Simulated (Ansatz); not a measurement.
CH3NS, SMILES `N[C]S` (lower singlet; N–C–S–H torsion 0°) (charge 0, multiplicity 1). This singlet lies 1.85 eV below the relaxed triplet at the level frozen-core CCSD(T)/cc-pVTZ // PBE0-D3(BJ)/def2-TZVP (Ansatz, a program for electronic structure).

Z-matrix (Å, degrees):
```
N
H 1 1.0077
C 1 1.3090 2 119.24
H 1 1.0199 2 115.83 3 179.93
S 3 1.6855 1 117.87 2 -180.00
H 5 1.3743 3 104.63 1 -0.22
```
Charge 0, multiplicity 1.

Frozen-core energies in cc-pVDZ from Ansatz at a geometry from PBE0-D3(BJ)/def2-TZVP; the HF reference has <S^2> = 0.00 and the T1 diagnostic is 0.018.

```tsv
level	energy (Ha)
HF	-491.54130
MP2	-491.96318
CCSD	-491.99865
CCSD(T)	-492.01400
```

**Question.** Estimate the energies of CCSDT and CCSDT(Q), and give each level's difference from CCSDT(Q).

**Answer.** 
```
level     energy (Ha)  difference from CCSDT(Q) (mHa)
--------  -----------  ------------------------------
MP2        -491.96318                           52.99
CCSD       -491.99865                           17.52
CCSD(T)    -492.01400                            2.17
CCSDT      -492.01493                            1.25
CCSDT(Q)   -492.01617                            0.00
```
